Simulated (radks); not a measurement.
Values are calculated unless marked as measured or tabulated.
Q: Radial electron density D(r) = 4 pi r^2 rho(r) of an atom or ion with 57 electrons. Code: a radial shooting solver on a logarithmic mesh with Libxc functionals. Model: Dirac Kohn-Sham, relativistic LDA (MacDonald-Vosko exchange, VWN5 correlation), spin-unpolarised, spherical densities, finite nucleus; Fermi nuclear charge, rms radius of each element as measured or else 0.836 A^(1/3) + 0.57 fm.

```
   r/bohr * D(r) (the largest magnitude, 117, reaches the edge; | marks zero)
 0.003389 |             *
 0.004449 |                  *
 0.005839 |                         *
 0.007665 |                                *
  0.01006 |                                      *
  0.01321 |                                         *
  0.01733 |                                         *
  0.02275 |                                      *
  0.02986 |                                     *
   0.0392 |                                         *
  0.05145 |                                                  *
    0.067 |                                                      *
  0.08794 |                                                *
   0.1154 |                                         *
   0.1515 |                                             *
   0.1989 |                                               *
    0.261 |                                *
   0.3426 |                    *
   0.4497 |                       *
   0.5903 |                    *
   0.7748 |          *
    1.017 |     *
    1.335 |  *
    1.752 |*
      2.3 *
    3.019 *
```

What is the nuclear charge?

A: Z = 66. The innermost maximum, from 1s, lies near gamma/Z bohr with gamma = sqrt(1 - (Z/c)^2) = 0.876, here 0.0133 bohr (found: 0.0148), and its height grows with Z. The density is that of the dysprosium ion Dy9+ in [Kr] 4d10 4f(5/2: 5, 7/2: 0) 5s2 5p(1/2: 2, 3/2: 2); the configuration itself is not fixed sharply by these data, and Z only to a few units. D(r) has 4 maxima, at r = 0.0148, 0.0654, 0.181, 0.487 bohr, and minima at 0.0285, 0.119, 0.354 bohr, inside which lie 2.02, 11.21, 29.38 electrons.
